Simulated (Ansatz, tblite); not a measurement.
Isomers of Sn6S6 (singlet), found by a short tight-binding search and relaxed with PBE-D4/def2-SVP in Ansatz.

In the def2 sets Sn takes a core potential; there is no spin–orbit coupling. The xTB rows come from tblite.

Other spin states weren't relaxed.

A:

```
atom   x (Å)   y (Å)   z (Å)
 Sn1  -1.208  -2.377  -1.600
 Sn2  -1.075  -1.436   2.152
 Sn3   0.580   1.300  -3.131
 Sn4   0.088   3.271   1.149
 Sn5   2.001  -0.982  -0.095
 Sn6  -1.483   1.837  -1.005
  S7  -2.159  -0.425  -0.092
  S8   0.904  -1.176  -2.618
  S9  -0.364   1.372   2.863
 S10   0.312  -2.978   0.430
 S11   1.240   1.676  -0.560
 S12   1.164  -0.083   2.506
```

B:

```
atom    x (Å)    y (Å)    z (Å)
 Sn1   1.9734   1.2123  -0.0787
 Sn2  -0.9983   1.9019  -2.4426
 Sn3  -1.5481   1.0784   1.3440
 Sn4   1.0990  -1.3515   2.7488
 Sn5   0.4037  -1.4260  -2.4680
 Sn6  -1.1529  -2.6273   0.2304
  S7  -1.4878  -1.6149   2.5040
  S8  -1.7985  -0.3933  -1.1331
  S9   1.4243  -1.6235   0.0188
 S10   1.3459   0.8566  -2.9241
 S11   0.8616   1.1576   2.4486
 S12  -0.1223   2.8296  -0.2480
```

Problem. Estimate their order by electronic energy at PBE0-D4/def2-SVP, counted from the lowest.

Solution. B (0.00) < A (1.57), in eV.

Problem. Do the other levels pick the same lowest one?

Solution. All that were run do. Energies above each level's lowest (eV):

| level | A | B |
| --- | --- | --- |
| GFN1-xTB | 1.64 | 0.00 |
| GFN2-xTB | 1.08 | 0.00 |
| PBE-D4/def2-SVP | 1.51 | 0.00 |
| r2SCAN-D4/def2-SVP | 1.53 | 0.00 |
| PBE0-D4/def2-SVP | 1.57 | 0.00 |
Point groups (tolerance 0.1 Å): A not assigned, B C2. Lower isomers may exist.
